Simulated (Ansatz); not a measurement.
`C[O][W](=[O])([F])=[S]` + `[NH2][Hf]([NH2])([F])[F]` → `C[O][W]([NH2])(=[O])=[S]` + `[NH2][Hf]([F])([F])[F]`  (redistribution)

Computed with Ansatz on PBE0-D4/def2-TZVP structures; ΔE is electronic, products minus reactants. CCSD(T)/CBS adds triple-zeta CCSD(T) − MP2 to the extrapolated MP2 energy (def2 sets, frozen cores). DFT in def2-TZVPP. B3LYP here is the variant with VWN-RPA as its local correlation; programs differ in this. Elements past krypton have def2 core potentials. For Hf, W outer-core shells are correlated without core-valence functions, which leaves a few kJ/mol of doubt a bond. Each species was taken in one conformer, which may not be the lowest.

| level | ΔE (kJ/mol) | difference from CCSD(T)/CBS |
| --- | --- | --- |
| revPBE-D4 | -66.4 | 3.1 |
| B3LYP-D4 | -66.6 | 2.9 |
| ωB97X-V | -67.0 | 2.5 |
| BLYP | -60.6 | 8.9 |
| PBE0 | -66.5 | 3.0 |
| CAM-B3LYP | -65.6 | 3.9 |
| LC-ωPBE | -68.0 | 1.5 |
| RPA@PBE/def2-TZVPP | -65.6 | 3.9 |
| HF/def2-SVP | -73.6 | -4.1 |
| CCSD/def2-SVP | -75.0 | -5.5 |
| HF/def2-TZVPP | -69.0 | 0.5 |
| MP2/def2-TZVPP | -71.0 | -1.5 |
| SCS-MP2/def2-TZVPP | -68.7 | 0.8 |
| HF/def2-QZVPP | -69.0 | 0.5 |
| MP2/CBS(def2) | -71.4 | -1.9 |
| CCSD/CBS(def2) | -70.0 | -0.5 |
| CCSD(T)/CBS | -69.5 | 0 |

Largest T1 diagnostic among the species: 0.022, so the coupled-cluster value is less sure than usual.

From PBE to PBE0 (25 % exact exchange), in def2-TZVPP and without D4, ΔE moves by −3.5 kJ/mol. Leaving LDA and LC-ωPBE aside and taking each functional with its dispersion term where it has one, the values, not all of them listed here, spread over 7.8 kJ/mol, from PBE-QIDH to B97M-V. LDA lies −3.1 kJ/mol from PBE without D4.
